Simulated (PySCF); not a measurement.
Os: excitation energy

Os [Xe] 4f14 5d6 6s2 (5D) → Os [Xe] 4f14 5d5 6s2 7s1, s spin flipped, as a difference of total energies. Computed with PySCF 2.14 in x2c-TZVPPall with one added diffuse shell each of s, p, d, f type (12s8p8d4f1g, 113 functions), with scalar relativity by spin-free X2C-1e. Correlated levels: valence: [Xe] 4f14 frozen. The calculations carry no spin-orbit coupling.

| method | excitation energy (eV) |
| --- | --- |
| UHF | 5.200 |
| LDA | 7.161 |
| PBE | 6.913 |
| PBE0 | 6.722 |
| r2SCAN | 7.138 |
| MP2 (valence) | 6.399 |
| SCS-MP2 (valence) | 6.566 |

Problem. How much does correlation contribute at MP2 (valence)?

Solution. 6.399 − (5.200) = 1.199 eV, measured against UHF.

The upper determinant mixes two multiplicities, so it lies between the two terms.

The promoted electron is Rydberg-like, and one or two diffuse shells describe it only roughly, which tends to raise the upper state.
